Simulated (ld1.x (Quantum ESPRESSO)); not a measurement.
# chlorine: one change to a TM potential, before and after

| Item | Value |
| --- | --- |
| Element | chlorine |
| Generator | ld1.x (Quantum ESPRESSO) 7.5 |
| Type | norm-conserving Troullier–Martins (Kleinman–Bylander form) |
| Functional | LDA (PZ) |
| Relativity | non-relativistic |
| Frozen core | [Ne] |
| Valence charge | 7 |
| Reference configuration | 3s2 3p4 (charge +1) |
| Partial waves | 3s (bound): rc 1.25 bohr; 3d channel at 0.35 Ry: rc 1.50 bohr; 3p (bound): rc 1.40 bohr |
| Local potential | the p channel |
| Core correction | Bessel-smoothed model core inside 1.05 bohr |

All-electron outer shells of the reference configuration (LDA (PZ), non-relativistic, ld1.x):

```json
{"shell": "3s", "level (eV)": "-31.88", "outermost node (bohr)": "0.56", "outermost maximum (bohr)": "1.27"}
{"shell": "3p", "level (eV)": "-19.52", "outermost node (bohr)": "0.53", "outermost maximum (bohr)": "1.39"}
```

Change: scalar-relativistic.

Cutoffs: the cutoffs (Ry, on a coarse ladder) from which the occupation-weighted sum of valence levels, in a spherical-Bessel basis at the reference potential, stays within 10 and 1 mRy of its value at 400 Ry; they do not see the model core or the augmentation charge, which bear on the density cutoff. Errors are all-electron minus pseudo energies relative to the spin-unpolarised reference configuration.

**Question.** What does the change do?

**Answer.** The potential gets neither clearly harder nor softer (50 Ry and 80 Ry → 50 Ry and 80 Ry); of the 9 tests that both files solve, the error grows in 5 and shrinks in 1 by more than 15 % and 0.3 meV (median size 7.9 → 7.8 meV); neither file shows a bound ghost.

| quantity | base | changed |
| --- | --- | --- |
| cutoff, loose | 50 Ry | 50 Ry |
| cutoff, tight | 80 Ry | 80 Ry |
| bound ghosts | none | none |
| error for 3s2 3p5, meV [ΔE -13.99 → -13.97 eV] | +4.1 | +5.3 |
| error for 3s2 3p3, meV [ΔE 25.54 → 25.53 eV] | +9.9 | +7.8 |
| error for 3s2 3p2, meV [ΔE 63.94 → 63.92 eV] | +56 | +51 |
| error for 3s2 3p5.3, meV [ΔE -16.16 → -16.14 eV] | +5.8 | +7.3 |
| error for 3s1 3p6, meV [ΔE -2.12 → -1.92 eV] | +3.5 | +4.2 |
| error for 3s2 3p1, meV [ΔE 116.31 → 116.29 eV] | +169 | +160 |
| error for 3s2 3p4.5, meV [ΔE -8.35 → -8.34 eV] | +1.3 | +2.0 |
| error for 3s2 3p4 (spin-polarised), meV [ΔE -0.88 eV] | +19 | +19 |
| error for 3s2 3p5 (spin-polarised), meV [ΔE -14.17 → -14.16 eV] | +7.9 | +9.2 |
| s: phases at 1.65 bohr within 0.05 rad from the reference energy up to (Ry; the scan ends near 5) | 4.8 | 4.8 |
| p: phases at 1.65 bohr within 0.05 rad from the reference energy up to (Ry; the scan ends near 5) | to the end of the scan | to the end of the scan |
| d: phases at 1.65 bohr within 0.05 rad from the reference energy up to (Ry; the scan ends near 5) | to the end of the scan | to the end of the scan |
